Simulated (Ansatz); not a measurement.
The cluster B2Mo2⁺. The state is a doublet with charge 1. Geometry r2SCAN-D4/def2-TZVP, that of the neutral singlet.

```xyz
4

Mo   -0.2827    0.0294    1.1307
Mo   -0.0851   -0.5975   -0.9975
B     1.4368   -0.4491    0.2657
B    -1.0691    1.0173   -0.3989
```

In the def2 sets Mo takes a core potential; there is no spin–orbit coupling. At r2SCAN-D4/def2-TZVP, PBE0-D4/def2-TZVP the charge 1 doublet is spin-contaminated (final ⟨S²⟩ up to 1.16, 0.75 for a pure state). The structure comes from a short search, and lower isomers may exist.

Problem. Estimate the α-spin orbital energies around the gap (eV) in Ansatz with PBE-D4/def2-TZVP, r2SCAN-D4/def2-TZVP, PBE0-D4/def2-TZVP.

Solution. 
| orbital | PBE-D4/def2-TZVP | r2SCAN-D4/def2-TZVP | PBE0-D4/def2-TZVP |
| --- | --- | --- | --- |
| HOMO−5 | -12.02 | -12.16 | -13.12 |
| HOMO−4 | -11.58 | -11.67 | -12.48 |
| HOMO−3 | -11.04 | -11.19 | -12.15 |
| HOMO−2 | -10.72 | -11.09 | -12.03 |
| HOMO−1 | -10.55 | -10.62 | -11.49 |
| HOMO | -10.50 | -10.50 | -11.26 |
| LUMO | -8.67 | -8.67 | -7.99 |
| LUMO+1 | -8.66 | -8.19 | -7.37 |
| LUMO+2 | -7.89 | -7.64 | -6.90 |
| LUMO+3 | -7.88 | -7.63 | -6.87 |
| LUMO+4 | -7.04 | -6.76 | -6.26 |
| LUMO+5 | -7.00 | -6.69 | -6.09 |
| β HOMO | -10.29 | -10.37 | -11.31 |
| β LUMO | -9.86 | -9.50 | -8.91 |
